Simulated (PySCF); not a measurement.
# Atomic charges against the basis set

C2Cl4F2.
Cartesian coordinates in Å at the PBE0-D3(BJ)/def2-SVP level; atoms count from 1:
```
atom  x, y, z in Å
F1     1.255    0.702   -1.047
C2     0.752    0.214    0.088
Cl3    1.707   -1.189    0.573
Cl4    0.795    1.457    1.330
C5    -0.718   -0.236   -0.210
F6    -0.662   -1.177   -1.153
Cl7   -1.637    1.136   -0.834
Cl8   -1.483   -0.896    1.229
```

PBE0 throughout (PySCF), one geometry, spherical d and f functions. One conformer (not necessarily the lowest) at the PBE0-D3(BJ)/def2-SVP geometry, without solvent, vibrations or thermal averaging. Atoms taken as equivalent share a column and are averaged.

Mulliken charges (e):

```
        basis  functions   F1/F6   C2/C5  Cl3/Cl4/Cl7/Cl8
       STO-3G         56  -0.025  +0.171           -0.073
     pcSseg-0         88  -0.270  -0.064           +0.167
        6-31G         88  -0.226  -0.208           +0.217
      cc-pVDZ        128  -0.119  +0.056           +0.031
     def2-SVP        128  -0.144  +0.194           -0.025
       6-31G*        128  -0.247  +0.092           +0.077
     pcSseg-1        164  -0.214  +0.137           +0.038
  aug-cc-pVDZ        200  -0.418  +0.378           +0.020
6-311+G(2d,p)        248  -0.180  +0.770           -0.295
      cc-pVTZ        256  -0.118  +0.212           -0.047
    def2-TZVP        272  -0.114  +0.198           -0.042
     IGLO-III        316  -0.151  -0.094           +0.123
     pcSseg-2        316  -0.203  +0.320           -0.058
```

IAO charges (e):

```csv
basis,functions,F1/F6,C2/C5,Cl3/Cl4/Cl7/Cl8
STO-3G,56,-0.053,+0.086,-0.016
pcSseg-0,88,-0.202,+0.196,+0.003
6-31G,88,-0.214,+0.205,+0.005
cc-pVDZ,128,-0.235,+0.269,-0.017
def2-SVP,128,-0.240,+0.268,-0.014
6-31G*,128,-0.233,+0.260,-0.013
pcSseg-1,164,-0.241,+0.263,-0.011
aug-cc-pVDZ,200,-0.248,+0.277,-0.015
"6-311+G(2d,p)",248,-0.249,+0.270,-0.010
cc-pVTZ,256,-0.249,+0.278,-0.015
def2-TZVP,272,-0.251,+0.274,-0.011
IGLO-III,316,-0.252,+0.267,-0.008
pcSseg-2,316,-0.251,+0.272,-0.011
```

Some averages cover members that differ in this geometry, most widely: Cl3/Cl4/Cl7/Cl8, Mulliken in 6-311+G(2d,p) -0.397 to -0.193 e.

Which scheme is steadiest as the basis changes?

Largest range over the bases for any column: IAO 0.20 e, Mulliken 0.98 e. IAO charges move least and Mulliken charges most, counted in e. Without the minimal STO-3G basis the ranges are IAO 0.08, Mulliken 0.98 e.

What do the same runs give for the total energy, the frontier levels and the dipole moment?

| basis | energy (Eh) | HOMO (eV) | LUMO (eV) | μ (D) |
| --- | --- | --- | --- | --- |
| STO-3G | -2092.0283 | -7.69 | 1.82 | 1.71 |
| pcSseg-0 | -2113.0118 | -9.68 | -1.04 | 0.54 |
| 6-31G | -2115.5491 | -9.52 | -1.00 | 0.76 |
| cc-pVDZ | -2115.8279 | -9.20 | -0.57 | 0.46 |
| def2-SVP | -2115.0043 | -9.15 | -0.29 | 0.56 |
| 6-31G* | -2115.7055 | -9.23 | -0.74 | 0.35 |
| pcSseg-1 | -2115.6882 | -9.40 | -0.83 | 0.67 |
| aug-cc-pVDZ | -2115.8633 | -9.31 | -0.92 | 0.61 |
| 6-311+G(2d,p) | -2115.9337 | -9.30 | -1.01 | 0.69 |
| cc-pVTZ | -2115.9804 | -9.26 | -0.74 | 0.51 |
| def2-TZVP | -2115.9693 | -9.25 | -0.76 | 0.61 |
| IGLO-III | -2115.9551 | -9.18 | -0.71 | 0.77 |
| pcSseg-2 | -2115.9997 | -9.34 | -0.85 | 0.65 |

The dipole is fixed by the density alone, so its range of 1.36 D shows that the density itself changes with the basis, not only its division among atoms.
